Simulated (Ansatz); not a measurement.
Geometry optimisation, DFT PBE, scalar-relativistic, plane waves, PAW in Ansatz.

The input (input.yaml):

```yaml
crystal:
  lattice:
    - [7.67918, 0.0, 0.0]
    - [0.0, 7.67918, 0.0]
    - [0.0, 0.0, 20.254362]
  atoms:
    - { symbol: H, position: [0.40939201, 0.0, 0.04937208] }
    - { symbol: H, position: [0.09060797, 0.0, 0.04937208] }
    - { symbol: H, position: [0.90939198, 0.0, 0.04937208] }
    - { symbol: H, position: [0.59060795, 0.0, 0.04937208] }
    - { symbol: H, position: [0.40939201, 0.49999998, 0.04937208] }
    - { symbol: H, position: [0.09060797, 0.49999998, 0.04937208] }
    - { symbol: H, position: [0.90939198, 0.49999998, 0.04937208] }
    - { symbol: H, position: [0.59060795, 0.49999998, 0.04937208] }
    - { symbol: Si, position: [0.24999999, 0.0, 0.09210362] }
    - { symbol: Si, position: [0.74999997, 0.0, 0.09210362] }
    - { symbol: Si, position: [0.24999999, 0.49999998, 0.09210362] }
    - { symbol: Si, position: [0.74999997, 0.49999998, 0.09210362] }
    - { symbol: Si, position: [0.24999999, 0.24999999, 0.15912622] }
    - { symbol: Si, position: [0.74999997, 0.24999999, 0.15912622] }
    - { symbol: Si, position: [0.24999999, 0.74999997, 0.15912622] }
    - { symbol: Si, position: [0.74999997, 0.74999997, 0.15912622] }
    - { symbol: Si, position: [0.0, 0.24999999, 0.22614882] }
    - { symbol: Si, position: [0.49999998, 0.24999999, 0.22614882] }
    - { symbol: Si, position: [0.0, 0.74999997, 0.22614882] }
    - { symbol: Si, position: [0.49999998, 0.74999997, 0.22614882] }
    - { symbol: Si, position: [0.0, 0.0, 0.29317142] }
    - { symbol: Si, position: [0.49999998, 0.0, 0.29317142] }
    - { symbol: Si, position: [0.0, 0.49999998, 0.29317142] }
    - { symbol: Si, position: [0.49999998, 0.49999998, 0.29317142] }
    - { symbol: Si, position: [0.24999999, 0.09690689, 0.35821913] }
    - { symbol: Si, position: [0.74999997, 0.09690689, 0.35821913] }
    - { symbol: Si, position: [0.24999999, 0.40309309, 0.34044518] }
    - { symbol: Si, position: [0.74999997, 0.40309309, 0.34044518] }
    - { symbol: H, position: [0.24999999, 0.46898023, 0.40753502] }
    - { symbol: H, position: [0.74999997, 0.46898023, 0.40753502] }
    - { symbol: Cl, position: [0.24999999, 0.46898023, 0.47369361] }
    - { symbol: Cl, position: [-0.08333333, 0.34495578, 0.42481525] }
basis:
  ecutwfc: 420.0
kpoints:
  mp_grid: { grid: [2, 2, 1] }
hamiltonian:
  xc: pbe
  pseudopotentials: { kind: paw, azcp: { folder: soft_1 } }
scf:
  occupations: { method: fermi_dirac, width: 0.02 }
  lower_state_search: "off"
relax:
  f_tol: 0.03
  max_steps: 60
  adjacent_minimum: "off"
  constraints: [{ sites: [0, 1, 2, 3, 4, 5, 6, 7, 8, 9, 10, 11] }]
output:
  write_density: true
  write_potential: true
  elf: true
  volumetric_format: npy
```

Run as:

```bash
$ ansatz run input.yaml --threads 2 --pin off --max-ram 5120MiB --backend cpu --events-out ev --progress --plain --runs-dir out
```

Question: Where does it end, and by what steps?

Answer: It converged. Limits of this set-up: coarse k mesh, thin slab, slab without dipole correction, no dispersion correction for a molecule that may bind weakly. After 34 steps the energy has fallen by 9.453 eV; H29 moved furthest, 3.43 Å. Parted: Si27–H29 (1.45 → 3.27 Å), Si28–Cl32 (2.18 → 3.71 Å), H29–Cl31 (1.34 → 3.73 Å). Joined: Si25–H29 (3.03 → 1.50 Å).

| step | energy less start (eV) | largest force component (eV/Å) | accepted |
| --- | --- | --- | --- |
| 0 | 0.0000 | 4.061 | yes |
| 2 | -3.1402 | 1.727 | yes |
| 4 | -4.3104 | 1.061 | yes |
| 6 | -5.0196 | 0.962 | yes |
| 8 | -5.6778 | 0.828 | yes |
| 10 | -6.1208 | 0.589 | yes |
| 12 | -6.4285 | 0.428 | yes |
| 14 | -6.6664 | 0.324 | yes |
| 16 | -6.8321 | 0.650 | yes |
| 18 | -6.9260 | 0.512 | yes |
| 20 | -6.9875 | 0.353 | yes |
| 22 | -7.0374 | 0.401 | yes |
| 24 | -7.1502 | 1.397 | yes |
| 26 | -7.9040 | 1.831 | yes |
| 28 | -8.8206 | 1.229 | yes |
| 30 | -9.2756 | 0.568 | yes |
| 32 | -9.4436 | 0.111 | yes |
| 34 | -9.4530 | 0.010 | yes |

```xyz
32
Lattice="7.6792 0.0000 0.0000 0.0000 7.6792 0.0000 0.0000 0.0000 20.2544" Properties=species:S:1:pos:R:3
H 3.144 0.000 1.000
H 0.696 0.000 1.000
H 6.983 0.000 1.000
H 4.535 0.000 1.000
H 3.144 3.840 1.000
H 0.696 3.840 1.000
H 6.983 3.840 1.000
H 4.535 3.840 1.000
Si 1.920 0.000 1.865
Si 5.759 0.000 1.865
Si 1.920 3.840 1.865
Si 5.759 3.840 1.865
Si 1.920 1.919 3.165
Si 5.759 1.921 3.165
Si 1.920 5.758 3.276
Si 5.759 5.761 3.276
Si 0.000 1.920 4.487
Si 3.840 1.920 4.487
Si 0.000 5.759 4.688
Si 3.840 5.759 4.688
Si 0.009 0.089 5.963
Si 3.830 0.089 5.963
Si -0.010 3.751 5.964
Si 3.849 3.751 5.964
Si 1.920 0.702 7.197
Si 5.759 0.716 7.164
Si 1.920 3.122 7.164
Si 5.759 3.137 7.198
H 1.919 0.192 8.606
H 5.760 3.647 8.607
Cl 1.919 3.882 9.115
Cl -1.920 -0.046 9.115
```

Whether the end is a true minimum wasn't checked by a vibrational analysis.

Time of the run: 6 min on 2 threads of Arm Neoverse V2, on a shared host, peak memory 1.7 GiB.
